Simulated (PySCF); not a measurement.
CH$_{3}$AlF, doublet, at a GFN2-xTB geometry (such geometries of metal compounds can be far from the true shape) (the spin is typed, not shown lowest).

Input for PySCF:
```python
from pyscf import gto, scf, dft

mol = gto.Mole()
mol.atom = '''
    Al    0.440025   -0.099775    0.263339
    C    -0.053337    1.407430   -0.997494
    H    -0.866122    2.024723   -0.605639
    H    -0.370417    1.041093   -1.977514
    H     0.810400    2.058143   -1.151125
    F    -0.552685   -1.363497    0.699537
'''
mol.basis = '6-311++g**'
mol.charge = 0
mol.spin = 1
mol.verbose = 4
mol.build()

mf = dft.UKS(mol)
mf.xc = 'pbe0'
mf = mf.density_fit(auxbasis='def2-universal-jkfit')
mf.kernel()
```

**Question.** What does this run give for the Mulliken (on the basis functions themselves) charges in atom order, number of basis functions, nuclear repulsion energy, dipole moment?

**Answer.** 
- Mulliken (on the basis functions themselves) charges in atom order = Al1 0.51, C2 -0.73, H3 0.19, H4 0.19, H5 0.18, F6 -0.33
- number of basis functions = 95
- nuclear repulsion energy = 87.4953 Eh
- dipole moment = 2.07 D

These values belong to the state on which the SCF converged, which isn't shown to be the lowest.
